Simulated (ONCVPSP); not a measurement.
# Before and after: ONCV potential for Br (Z = 35)

Br (Z = 35), optimised norm-conserving Vanderbilt (ONCV), made with ONCVPSP 4.0.1 (PW91, scalar-relativistic). Core [Ar], reference 3d10 4s2 4p4.75 (charge +0.25). Waves: 4s: rc 1.25 bohr, ncon 5, nbas 9, qcut 6.2 1/bohr, 2 projectors, debl 0.3 Ha; 4p: rc 1.40 bohr, ncon 4, nbas 7, qcut 5.6 1/bohr, 2 projectors, debl 2.5 Ha; 3d: rc 0.80 bohr, ncon 3, nbas 7, qcut 18.6 1/bohr, 2 projectors, debl 3.5 Ha. Local part: polynomial inside 0.55 bohr (lpopt 5, dvloc0 6 Ha). Core correction: Teter function, fcfact 2.25, rcfact 1.15.

In the s channel the program set the typed energies aside and used -0.832, 0.250 Ha.

Change: p: debl 0.15. In the s channel the program set the typed energies aside and used -0.832, 0.250 Ha. In the p channel the program set the typed energies aside and used -0.374, 0.250 Ha.

Cutoffs: the cutoffs (Ha) at which the residual kinetic energy of the hardest occupied pseudo-wave falls to 1 and 0.1 mHa per electron; they do not see the model core or the augmentation charge, which bear on the density cutoff. Errors are all-electron minus pseudo energies relative to the spin-unpolarised reference configuration.

Question: What does the change do?

Answer: The potential gets neither clearly harder nor softer (146 Ha and 160 Ha → 146 Ha and 160 Ha); the bound ghosts move from s to p, s; the lowest positive-energy flag moves from p at 31.3 eV to none; the number of tests with a reliable result goes from 4 to 3; of the 3 tests that both files solve, the error grows in 1 and shrinks in 0 by more than 15 % and 0.3 meV (median size 1.4 → 1.6 meV); the range in which the p phases agree widens (upper end 1.1 → at the end of the scan).

```csv
quantity,base,changed
"cutoff, loose",146 Ha,146 Ha
"cutoff, tight",160 Ha,160 Ha
bound ghosts,s,"s, p"
GHOST(+) flags under 300 eV,p at 31.3 eV,none
tests with a reliable result,4 of 4,3 of 4
"error for 3d10 4s2 4p5, meV [ΔE -2.26 eV]",+0.4,+0.4
"error for 3d10 4s2 4p4, meV [ΔE 10.35 eV]",-1.4,-1.6
"error for 3d10 4s2 4p3, meV [ΔE 33.18 eV]",-2.1,-3.2
s: phases at 1.27 bohr within 0.05 rad from the reference energy up to (Ha; the scan ends near 5),to the end of the scan,to the end of the scan
p: phases at 1.42 bohr within 0.05 rad from the reference energy up to (Ha; the scan ends near 5),1.1,to the end of the scan
d: phases at 0.81 bohr within 0.05 rad from the reference energy up to (Ha; the scan ends near 5),to the end of the scan,to the end of the scan
"rms error of d²Exc/dni dnj with the model core, mHa",7.61,7.61
```

 A true bound ghost makes a file unfit for plane-wave use even where its test errors are small: the radial tests pick states by their node count and pass the ghost by.
